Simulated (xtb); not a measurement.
H$_{3}$B$_{3}$O$_{3}$, triplet, from a rough starting geometry (a higher spin typed on purpose: for a closed-shell molecule this is an excited state); GFN2-xTB run with xtb.

xtb was given this input:
```
$ xtb mol.xyz --gfn 2 --uhf 2 --opt vtight --json

# file mol.xyz
9

B     -0.65322624     1.14580403     0.23538689
O     -1.34336122     0.00127262     0.26269599
B     -0.69937749    -1.14345702    -0.02663469
O      0.64152599    -1.15692378    -0.19904793
B      1.40518072    -0.00753745    -0.25252673
O      0.69051747     1.09609208     0.02877554
H     -1.15197819     2.21326804     0.46858708
H     -1.32939130    -2.14173570    -0.03295349
H      2.47293319    -0.07644362    -0.42038007
```

Output, abridged:

```
   ID    Z sym.   atoms
    1    5 B      1, 3, 5
    2    8 O      2, 4, 6
    3    1 H      7-9

           -------------------------------------------------
          |                Calculation Setup                |
           -------------------------------------------------

           -------------------------------------------------
          |                 G F N 2 - x T B                 |
           -------------------------------------------------

          ...................................................
          :                      SETUP                      :
          :.................................................:
          :  # basis functions                  27          :
          :  # atomic orbitals                  27          :
          :  # shells                           15          :
          :  # electrons                        30          :
          :  max. iterations                   250          :
          :  Hamiltonian                  GFN2-xTB          :
          :  restarted?                      false          :
          :  GBSA solvation                  false          :
          :  PC potential                    false          :
          :  electronic temp.          300.0000000     K    :
          :  accuracy                    1.0000000          :
          :  -> integral cutoff          0.2500000E+02      :
          :  -> integral neglect         0.1000000E-07      :
          :  -> SCF convergence          0.1000000E-05 Eh   :
          :  -> wf. convergence          0.1000000E-03 e    :
          :  Broyden damping             0.4000000          :
          :  net charge                          0          :
          :  unpaired electrons                  2          :
          ...................................................

 iter      E             dE          RMSdq      gap      omega  full diag
   1    -17.3604911 -0.173605E+02  0.115E+01    0.16       0.0  T
   2    -17.2789724  0.815187E-01  0.856E+00    1.39       1.0  T
   3    -17.2331985  0.457739E-01  0.693E+00    1.93       1.0  T
   4    -17.5577789 -0.324580E+00  0.418E+00    0.23       1.0  T
   5    -17.5445638  0.132150E-01  0.279E+00    0.23       1.0  T
   6    -17.5344910  0.100729E-01  0.420E+00    0.63       1.0  T
   7    -17.5821994 -0.477084E-01  0.320E+00    0.26       1.0  T
   8    -17.5812802  0.919231E-03  0.308E+00    0.26       1.0  T
[...]
 * total energy  :   -17.5091137 Eh     change       -0.1452519E-03 Eh
 * total energy  :   -17.5092282 Eh     change       -0.1145036E-03 Eh
 * total energy  :   -17.5093821 Eh     change       -0.1538784E-03 Eh
 * total energy  :   -17.5094485 Eh     change       -0.6639757E-04 Eh
 * total energy  :   -17.5094911 Eh     change       -0.4256140E-04 Eh
 * total energy  :   -17.5095302 Eh     change       -0.3911742E-04 Eh
 * total energy  :   -17.5095485 Eh     change       -0.1833164E-04 Eh
 * total energy  :   -17.5095575 Eh     change       -0.8962933E-05 Eh
 * total energy  :   -17.5095613 Eh     change       -0.3811247E-05 Eh
 * total energy  :   -17.5095636 Eh     change       -0.2281819E-05 Eh
 * total energy  :   -17.5095638 Eh     change       -0.1778078E-06 Eh
 * total energy  :   -17.5095638 Eh     change       -0.4643508E-07 Eh
   *** GEOMETRY OPTIMIZATION CONVERGED AFTER 34 ITERATIONS ***
         :: total energy             -17.509563816055 Eh    ::
[...]
     4   8 O        1.571    -0.381    20.529     6.114
     5   5 B        2.575     0.399    16.434     6.916
     6   8 O        1.575    -0.303    19.112     5.899
     7   1 H        0.922     0.021     2.726     2.582
     8   1 H        0.931     0.006     2.956     2.688
     9   1 H        0.940    -0.068     4.548     3.334

 Mol. C6AA /au·bohr⁶  :        966.209993
 Mol. C8AA /au·bohr⁸  :      24479.978175
 Mol. α(0) /au        :         47.896997

Wiberg/Mayer (AO) data.
largest (>0.10) Wiberg bond orders for each atom

 ---------------------------------------------------------------------------
     #   Z sym  total        # sym  WBO       # sym  WBO       # sym  WBO
 ---------------------------------------------------------------------------
     1   5 B    2.819 --     6 O    1.033     2 O    0.764     7 H    0.713
                             5 B    0.163
     2   8 O    2.329 --     3 B    1.329     1 B    0.764
     3   5 B    3.400 --     2 O    1.329     4 O    1.174     8 H    0.777
     4   8 O    2.355 --     3 B    1.174     5 B    0.903
     5   5 B    3.365 --     6 O    1.279     9 H    0.936     4 O    0.903
                             1 B    0.163
     6   8 O    2.531 --     5 B    1.279     1 B    1.033
     7   1 H    0.953 --     1 B    0.713
     8   1 H    0.976 --     3 B    0.777
     9   1 H    0.995 --     5 B    0.936
 ---------------------------------------------------------------------------

Topologies differ in total number of bonds
Writing topology from bond orders to xtbtopo.mol

molecular dipole:
                 x           y           z       tot (Debye)
 q only:       -0.100       0.060       0.019
   full:       -0.043      -0.087      -0.228       0.629
molecular quadrupole (traceless):
                xx          xy          yy          xz          yz          zz
 q only:       -1.495       0.858       1.053       0.321       0.210       0.442
  q+dip:       -2.097       1.284       0.835       1.727      -1.706       1.262
   full:       -2.992       1.632       0.827       2.086      -1.762       2.165

optimized geometry written to: xtbopt.xyz

           -------------------------------------------------
          | TOTAL ENERGY              -17.509563816055 Eh   |
          | GRADIENT NORM               0.000064549496 Eh/α |
          | HOMO-LUMO GAP               1.289853863899 eV   |
           -------------------------------------------------
```
